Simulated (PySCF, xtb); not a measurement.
C2H5NOSi, SMILES C#C[Si@H](N)O.

xtb with GFN2-xTB at its own geometry gives an orbital gap of 5.21 eV and a dipole moment of 1.60 D.

Geometry: B3LYP-D3(BJ)/def2-SVP. The structure was generated by enumeration; whether it is a known compound was not checked. One conformer was computed; it need not be the lowest.

### Question
What does PySCF with CAM-B3LYP/def2-TZVP give? (Estimate from the structure and the level; the computed values follow.)

### Answer
gap 10.04 eV (levels -9.10 and 0.94 eV), dipole 2.25 D.
